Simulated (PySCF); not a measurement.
Atomic charges by several schemes

Species: BCl4 (charge -1).
Structure used (PBE0-D3(BJ)/def2-SVP), in Å, numbered top down from 1:
```
atom  x, y, z in Å
Cl1    1.7690   -0.6250   -0.2339
B2     0.0188   -0.0213   -0.0195
Cl3   -1.1698   -1.3614   -0.5344
Cl4   -0.2733    0.4145    1.7691
Cl5   -0.2526    1.4884   -1.0779
```

Density: PBE0/pcSseg-1 (PySCF); schemes: Mulliken, IAO, Hirshfeld and ESP-fitted. Geometry: PBE0-D3(BJ)/def2-SVP; no solvent, vibrations or thermal averaging. The pcSseg-1 basis has no diffuse functions, a weakness for an anion.

Q: For which atoms does the sign change between the 4 schemes (beyond +0.03 e in one, beyond −0.03 e in another)?

A: For none.

Q: Do the Mulliken, IAO, Hirshfeld and ESP-fitted schemes agree on where the charge is lowest?

A: All schemes pick atoms of one kind: Mulliken Cl1, Cl3, Cl4 and Cl5 (-0.355); IAO Cl1, Cl3, Cl4 and Cl5 (-0.256); Hirshfeld Cl1, Cl3, Cl4 and Cl5 (-0.266); ESP-fitted Cl3 and Cl4 (-0.289).

Q: At which atom do the 4 schemes differ most?

A: At B2: from +0.025 (IAO) to +0.420 e (Mulliken), 0.395 e apart.

Q: Tabulate the Mulliken, IAO, Hirshfeld and ESP-fitted charges.

A: In e:

| atom | environment | Mulliken | IAO | Hirshfeld | ESP-fitted |
| --- | --- | --- | --- | --- | --- |
| Cl1 | chlorine bonded to B | -0.355 | -0.256 | -0.266 | -0.288 |
| B2 | four-coordinate boron | +0.420 | +0.025 | +0.064 | +0.154 |
| Cl3 | chlorine bonded to B | -0.355 | -0.256 | -0.266 | -0.289 |
| Cl4 | chlorine bonded to B | -0.355 | -0.256 | -0.266 | -0.289 |
| Cl5 | chlorine bonded to B | -0.355 | -0.256 | -0.266 | -0.288 |

Mean size of the charges over all atoms: Mulliken 0.368 e, ESP-fitted 0.262 e, Hirshfeld 0.226 e, IAO 0.210 e. Each set sums to the total charge, -1, to within 0.001 e. The Hirshfeld scheme weights the molecular density at each point by an atom's share of the summed free-atom densities. The Mulliken scheme counts on each atom the diagonal of the density matrix times the overlap matrix over that atom's basis functions.

Q: How many electrons does the ESP-fitted scheme count on B2?

A: Z − q = 5 − (+0.154) = 4.846.

Q: Sum the charges by element, for elements with more than one atom.

A: 
| element | atoms | Mulliken | IAO | Hirshfeld | ESP-fitted |
| --- | --- | --- | --- | --- | --- |
| Cl | 4 | -1.420 | -1.025 | -1.064 | -1.154 |
